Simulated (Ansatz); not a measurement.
Reaction (ligand exchange at a B–N bond): `B[N](C)[GeH3]` + `N=C([SiH3])S` → `BSC(=N)[SiH3]` + `C[NH][GeH3]`

Gas-phase electronic energies from Ansatz, PBE0-D4/def2-TZVP geometries. CCSD(T)/CBS adds triple-zeta CCSD(T) − MP2 to the extrapolated MP2 energy (def2 sets, frozen cores). Functionals use def2-TZVPP. For Ge outer-core shells are correlated without core-valence functions, which leaves a few kJ/mol of doubt a bond. Scalar relativity is left out up to krypton. One conformer a species, not always the lowest.

Problem. Is it downhill or uphill in electronic energy at CCSD(T)/CBS, and by how much? (An estimate is asked.)

Solution. Computed: Uphill: ΔE = +59.7 kJ/mol.

Problem. What do these levels give: PBE-D4, ωB97X-V, B2PLYP, PBE, r2SCAN, MP2/def2-TZVPP, CCSD/def2-TZVPP, MP2/def2-QZVPP, SCS-MP2/def2-QZVPP, HF/CBS(def2), MP2/CBS(def2), CCSD/CBS(def2)? (Best estimate.)

Solution. Computed: PBE-D4 56.3, ωB97X-V 58.9, B2PLYP 62.1, PBE 56.4, r2SCAN 57.7, MP2/def2-TZVPP 62.5, CCSD/def2-TZVPP 63.0, MP2/def2-QZVPP 61.2, SCS-MP2/def2-QZVPP 62.3, HF/CBS(def2) 61.0, MP2/CBS(def2) 59.9, CCSD/CBS(def2) 60.4 kJ/mol.

Largest T1 diagnostic among the species: 0.015.
